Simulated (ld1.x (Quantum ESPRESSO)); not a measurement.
Pd (Z = 46): one change to a TM potential, before and after

ld1.x (Quantum ESPRESSO) 7.5 input, shortened:

```
&input
   title='Pd', zed=46., rel=1, dft='PBE', iswitch=3,
   config='[Kr] 4d9.5 5s0 5p0'
 /
 &inputp
   pseudotype=2, tm=.true., lloc=2,
   nlcc=.false.
 /
3
5S  1  0   0.00   0.00  2.60  2.60  0.0
5P  2  1   0.00   0.00  3.75  3.75  0.0
4D  3  2   9.50   0.00  1.90  1.90  0.0
 &test
   configts(1)='4d9.5 5s0 5p0'
 /
```

Change: all radii scaled by about 0.79 (s 2.06, p 2.96, d 1.50 bohr).

Cutoffs: the cutoffs (Ry, on a coarse ladder) from which the occupation-weighted sum of valence levels, in a spherical-Bessel basis at the reference potential, stays within 10 and 1 mRy of its value at 400 Ry; they do not see the model core or the augmentation charge, which bear on the density cutoff. Errors are all-electron minus pseudo energies relative to the spin-unpolarised reference configuration.

Problem. What does the change do?

Solution. The potential gets harder (55 Ry and 80 Ry → 70 Ry and 80 Ry); both files keep a bound ghost (p, s); of the 7 tests that both files solve, the error grows in 2 and shrinks in 3 by more than 15 % and 0.3 meV (median size 13.9 → 12.5 meV). A smaller radius makes the pseudo-wave follow the all-electron one further in, where it bends more sharply, so more plane waves are needed.

```tsv
quantity	base	changed
cutoff, loose	55 Ry	70 Ry
cutoff, tight	80 Ry	80 Ry
bound ghosts	s, p	s, p
error for 4d10 5s0 5p0, meV [ΔE -3.23 eV]	+0.2	+1.1
error for 4d9 5s0 5p0, meV [ΔE 5.88 eV]	-2.1	-0.8
error for 4d8 5s0 5p0, meV [ΔE 26.70 eV]	-50	-36
error for 4d6 5s0 5p0, meV [ΔE 110.41 eV]	-657	-606
error for 4d7 5s0 5p0, meV [ΔE 61.06 eV]	-239	-201
error for 4d9 5s0 5p1, meV [ΔE 2.00 eV]	-10	-13
error for 4d9 5s1 5p0, meV [ΔE -1.73 eV]	-14	-12
```

Changed file: These tests converged, but a pseudo level misses the all-electron one widely, so the file describes the atom poorly there or has found another state: 4d6 5s0 5p0: empty 5s by 7.1 eV (a node warning on the way). A true bound ghost makes a file unfit for plane-wave use even where its test errors are small: the radial tests pick states by their node count and pass the ghost by.
